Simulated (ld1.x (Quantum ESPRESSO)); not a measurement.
platinum: excitation energies, all-electron against TM semilocal

```
Element                 : Pt (Z = 78)
Generator               : ld1.x (Quantum ESPRESSO) 7.5
Type                    : norm-conserving Troullier–Martins (semilocal form)
Functional              : LDA (PZ)
Relativity              : scalar-relativistic
Frozen core             : [Xe] 4f14
Valence charge          : 10
Reference configuration : 5d9 6s0.75 6p0.25
Partial waves           : 6p (bound): rc 2.85 bohr; 5d (bound): rc 2.10 bohr; 6s (bound): rc 1.85 bohr
Local potential         : the s channel
Core correction         : Bessel-smoothed model core, default radius (core density twice the valence density)
```

Energies are relative to the spin-unpolarised reference configuration 5d9 6s0.75 6p0.25; without spin polarisation the order of configurations can differ from experiment. Spin-polarised rows fill each open shell by Hund’s rule, majority spin first.

| valence configuration | charge | ΔE all-electron (eV) | error AE − PS (meV) |
| --- | --- | --- | --- |
| 5d9 6s1 6p0 | 0 | -1.258 | +0.4 |
| 5d9 6s0 6p0 | +1 | 8.287 | -8.7 |
| 5d8 6s0 6p0 | +2 | 28.546 | -29 |
| 5d6 6s0 6p0 | +4 | 107.006 | -543 |
| 5d8 6s1 6p1 | 0 | 5.338 | -35 |
| 5d9 6s0.75 6p0.25 (spin-polarised) | 0 | -0.346 | +6.1 |
| 5d9 6s1 6p0 (spin-polarised) | 0 | -1.637 | +6.7 |

Q: What are ΔE and the potential's error for 5d10 6s0 6p0?

A: ΔE = -1.204 eV all-electron; the error (AE − PS) is -26 meV.

Q: What are ΔE and the potential's error for 5d7 6s0 6p0?

A: ΔE = 61.058 eV all-electron; the error (AE − PS) is -171 meV.

Levels in the configuration 5d9 6s0 6p0:

```csv
level,all-electron (eV),pseudo (eV)
5d,-14.594,-14.583
```
